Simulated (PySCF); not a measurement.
Isomers of C7H12OSi2.

All values: PBE0/pcSseg-1 (PySCF) at GFN2-xTB geometries, gas phase, one conformer each.

Question: Rank by HOMO–LUMO gap, lowest first.
A. `[CH2:1]=[CH:2][Si@H:3]([C:4]#[C:5][CH3:6])[C:7](=[CH2:8])[O:9][SiH3:10]` with C1–C2–Si3–C4 -112°, C2–Si3–C7–C8 -15°, Si3–C7–O9–Si10 -176°
B. `[SiH3:1][CH2:2][c:3]1[cH:4][cH:5][cH:6][c:7]([O:8][SiH3:9])[cH:10]1` with Si1–C2–C3–C4 -88°, C6–C7–O8–Si9 -4°
C. `[CH2:1]=[CH:2][SiH2:3][CH2:4][C:5]1=[CH:6][C:7](=[O:8])[SiH2:9][CH2:10]1` with C1–C2–Si3–C4 124°, C2–Si3–C4–C5 57°, Si3–C4–C5–C6 -91°
D. `[CH3:1][C:2]#[C:3][C:4]1=[C:5]([CH2:6][CH2:7][OH:8])[SiH2:9][SiH2:10]1` with C4–C5–C6–C7 150°, C5–C6–C7–O8 53°, C6–C7–O8–H 58°

Answer: C (4.81 eV), D (5.68 eV), B (6.37 eV), A (6.62 eV).

Question: Rank by dipole moment, highest first.
A. `[CH2:1]=[CH:2][CH2:3][C:4]1=[CH:5][C:6](=[O:7])[SiH2:8][SiH2:9][CH2:10]1` with C1–C2–C3–C4 114°, C2–C3–C4–C5 113°, C4–C5–C6–O7 -145°, C5–C6–Si8–Si9 -28°, C6–Si8–Si9–C10 -14°, Si8–Si9–C10–C4 54°
B. `[CH3:1][C:2]#[C:3][C:4]1=[C:5]([CH2:6][CH2:7][OH:8])[SiH2:9][SiH2:10]1` with C4–C5–C6–C7 150°, C5–C6–C7–O8 53°, C6–C7–O8–H 58°
C. `[CH2:1]=[CH:2][SiH2:3][CH2:4][C:5]1=[CH:6][C:7](=[O:8])[SiH2:9][CH2:10]1` with C1–C2–Si3–C4 124°, C2–Si3–C4–C5 57°, Si3–C4–C5–C6 -91°
D. `[CH2:1]=[CH:2][Si@H:3]([C:4]#[C:5][CH3:6])[C:7](=[CH2:8])[O:9][SiH3:10]` with C1–C2–Si3–C4 -112°, C2–Si3–C7–C8 -15°, Si3–C7–O9–Si10 -176°
E. `[SiH3:1][CH2:2][c:3]1[cH:4][cH:5][cH:6][c:7]([O:8][SiH3:9])[cH:10]1` with Si1–C2–C3–C4 -88°, C6–C7–O8–Si9 -4°

Answer: C (4.18 D), A (3.73 D), B (2.71 D), D (1.05 D), E (0.62 D).

Question: Rank by the lowest Hirshfeld charge on any atom, lowest value first.
A. `[CH2:1]=[CH:2][CH2:3][C:4]1=[CH:5][C:6](=[O:7])[SiH2:8][SiH2:9][CH2:10]1` with C1–C2–C3–C4 114°, C2–C3–C4–C5 113°, C4–C5–C6–O7 -145°, C5–C6–Si8–Si9 -28°, C6–Si8–Si9–C10 -14°, Si8–Si9–C10–C4 54°
B. `[CH2:1]=[CH:2][SiH2:3][CH2:4][C:5]1=[CH:6][C:7](=[O:8])[SiH2:9][CH2:10]1` with C1–C2–Si3–C4 124°, C2–Si3–C4–C5 57°, Si3–C4–C5–C6 -91°
C. `[SiH3:1][CH2:2][c:3]1[cH:4][cH:5][cH:6][c:7]([O:8][SiH3:9])[cH:10]1` with Si1–C2–C3–C4 -88°, C6–C7–O8–Si9 -4°

Answer: B (-0.257 e), A (-0.232 e), C (-0.193 e).

All values together:

```json
{"SMILES": "C=C[SiH2]CC1=CC(=O)[SiH2]C1", "μ (D)": "4.18", "HOMO (eV)": "-6.39", "LUMO (eV)": "-1.58", "lowest IAO charge (e)": "-0.556 (C)", "highest IAO charge (e)": "+0.769 (Si)", "lowest Hirshfeld charge (e)": "-0.257 (O)", "highest Hirshfeld charge (e)": "+0.350 (Si)"}
{"SMILES": "CC#CC1=C(CCO)[SiH2][SiH2]1", "μ (D)": "2.71", "HOMO (eV)": "-6.62", "LUMO (eV)": "-0.94", "lowest IAO charge (e)": "-0.527 (O)", "highest IAO charge (e)": "+0.466 (Si)", "lowest Hirshfeld charge (e)": "-0.187 (O)", "highest Hirshfeld charge (e)": "+0.219 (Si)"}
{"SMILES": "C=C[Si@H](C#CC)C(=C)O[SiH3]", "μ (D)": "1.05", "HOMO (eV)": "-7.03", "LUMO (eV)": "-0.41", "lowest IAO charge (e)": "-0.588 (O)", "highest IAO charge (e)": "+0.926 (Si)", "lowest Hirshfeld charge (e)": "-0.194 (O)", "highest Hirshfeld charge (e)": "+0.386 (Si)"}
{"SMILES": "C=CCC1=CC(=O)[SiH2][SiH2]C1", "μ (D)": "3.73", "HOMO (eV)": "-6.62", "LUMO (eV)": "-1.82", "lowest IAO charge (e)": "-0.532 (C)", "highest IAO charge (e)": "+0.445 (Si)", "lowest Hirshfeld charge (e)": "-0.232 (O)", "highest Hirshfeld charge (e)": "+0.243 (Si)"}
{"SMILES": "[SiH3]Cc1cccc(O[SiH3])c1", "μ (D)": "0.62", "HOMO (eV)": "-6.61", "LUMO (eV)": "-0.24", "lowest IAO charge (e)": "-0.588 (O)", "highest IAO charge (e)": "+0.869 (Si)", "lowest Hirshfeld charge (e)": "-0.193 (O)", "highest Hirshfeld charge (e)": "+0.390 (Si)"}
```

Conformers: `[CH2:1]=[CH:2][SiH2:3][CH2:4][C:5]1=[CH:6][C:7](=[O:8])[SiH2:9][CH2:10]1` with C1–C2–Si3–C4 124°, C2–Si3–C4–C5 57°, Si3–C4–C5–C6 -91°; `[CH3:1][C:2]#[C:3][C:4]1=[C:5]([CH2:6][CH2:7][OH:8])[SiH2:9][SiH2:10]1` with C4–C5–C6–C7 150°, C5–C6–C7–O8 53°, C6–C7–O8–H 58°; `[CH2:1]=[CH:2][Si@H:3]([C:4]#[C:5][CH3:6])[C:7](=[CH2:8])[O:9][SiH3:10]` with C1–C2–Si3–C4 -112°, C2–Si3–C7–C8 -15°, Si3–C7–O9–Si10 -176°; `[CH2:1]=[CH:2][CH2:3][C:4]1=[CH:5][C:6](=[O:7])[SiH2:8][SiH2:9][CH2:10]1` with C1–C2–C3–C4 114°, C2–C3–C4–C5 113°, C4–C5–C6–O7 -145°, C5–C6–Si8–Si9 -28°, C6–Si8–Si9–C10 -14°, Si8–Si9–C10–C4 54°; `[SiH3:1][CH2:2][c:3]1[cH:4][cH:5][cH:6][c:7]([O:8][SiH3:9])[cH:10]1` with Si1–C2–C3–C4 -88°, C6–C7–O8–Si9 -4°.
